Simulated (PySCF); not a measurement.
Computed shifts of a molecule C2H6N2Si2, PBE/pcSseg-1 (PySCF), GIAO, gas phase, atoms alike by connectivity averaged where their shifts nearly agree, in ppm (number of nuclei): ¹³C: 190.1 (1), 168.9 (1). ¹⁵N: 479.2 (1), 259.6 (1). ²⁹Si: -81.1 (1), -136.1 (1). ¹H: 10.01 (1), 9.67 (1), 5.45 (1), 5.33 (1), 4.19 (1), 3.57 (1). References: ¹³C against TMS (σ = 182.0 ppm); ¹⁵N against NH3 (σ = 267.0 ppm); ²⁹Si against TMS (σ = 335.4 ppm); ¹H against TMS (σ = 31.49 ppm), references at their B3LYP-D3(BJ)/def2-TZVP geometries, non-relativistic. The structure is a stationary point at r2SCAN-D4/def2-SVP. The values are those of a single conformer.

Task: Which molecule gave these data?
(A) [SiH3]C1=N[SiH2]N=C1
(B) C1=NC=N[SiH2][SiH2]1
(C) C#C[SiH]1N[SiH2]N1
(D) [SiH3]C1=N[SiH2]C=N1

Result: B, C1=NC=N[SiH2][SiH2]1
